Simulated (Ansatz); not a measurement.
Species: InI2, net charge -1, singlet state. SMILES of the parent species: [I][In][I]
Structure (B3LYP-D3(BJ)/def2-TZVP (Ansatz, an electronic-structure program) minimum search):
```
In
I 1 3.0084
I 1 3.0084 2 103.34
```
Charge -1, spin multiplicity 1.

Parts of the frozen-core correlation energy in def2-QZVPP (Ansatz, hartree). Frozen orbitals: 27; correlated occupied orbitals by spin: 9 and 9; virtual: 210 and 210. Spin-orbit coupling is left out. Past Kr the def2 sets carry scalar-relativistic core potentials.

```tsv
term	value
reference (HF)	-782.74863
MP2 opposite-spin	-0.29160
MP2 same-spin	-0.08619
CCSD correlation	-0.40993
(T)	-0.02028
T1 diagnostic	0.010
largest doubles amplitude	0.039
```
